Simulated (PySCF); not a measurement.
**Checking a proposed structure**

A compound C3H5F3Si gives the data below (simulated from a calculation) and was assigned the structure `FC(F)=C(F)C[SiH3]`.

¹³C{¹H} NMR (computed): δ 124.5 (CH), 89.2 (C), 8.5 (CH2).

¹H NMR (600 MHz, computed): δ 6.88 (m, 1H), 3.22 (m, 1H), 3.12 (m, 1H), 1.46 (m, 1H), 1.14 (m, 1H).

PySCF 2.14.0 with density-fitted response routines calculation with GFN2-xTB geometry and shielding tensors at PBE0/pcSseg-1 (GIAO); single conformer, non-relativistic, isolated molecule.

Chemical shifts δ = σref − σ; ¹H (31.72 ppm), ¹³C (186.93 ppm) vs TMS, all at this level.

(1) Compare with the shifts computed for the proposed structure, pairing carbons in order of shift.

(2) Which isomer fits?

## Answers

(1) Atoms are numbered as in `[F:1][C:2]([F:3])=[C:4]([F:5])[CH2:6][SiH3:7]` (H(Xn): hydrogen on atom n).

```tsv
atom	computed for proposal	given list	difference
C2	165.9	124.5	+41.4
C4	138.1	89.2	+48.9
C6	11.7	8.5	+3.2
```

The rms difference is 37.0 ppm and the largest +48.9 ppm at C4 (fully substituted alkene carbon). The carbon types in order of shift don't match either: C, C, CH2 for the proposal against CH, C, CH2 in the data. The proposal doesn't fit.

(2) `F[C@]1(C(F)F)C[SiH2]1`.

1. Carbon types of the structure: 1 × C, 1 × CH, 1 × CH2, leaving 2 H on heteroatoms.
2. δC 124.5: sp3 CH bonded to 2 F; 2 electronegative neighbours deshield it.
3. δC 89.2, 8.5: three-membered-ring carbon.
4. δH 6.88: hydrogen on an sp3 CH bonded to 2 F; its carbon carries F, an electronegative neighbour.
5. δH 1.46, 1.14: hydrogen on a three-membered-ring carbon; cyclopropane-type protons are shielded by the ring.

Other isomers checked: F/C=C(\F)[C@H](F)[SiH3] (rms 56.9 ppm).

The shifts were computed for this structure.

Splittings by ¹⁹F in the carbon and heteronuclear signals aren't shown, as no couplings were computed. Shifts are as computed. Against solution values, carbons near 30 ppm lie about +3 ppm off and those near 130 ppm about +5 ppm. Of 1309 compounds with measured shifts, 239 miss one by over three times the rms of a fit or turn the order of signals round; such compounds aren't used in these exercises. Multiplicities follow the n + 1 count of equivalent neighbours, as no J values were calculated; m marks all less simple cases, F and P coupling included.
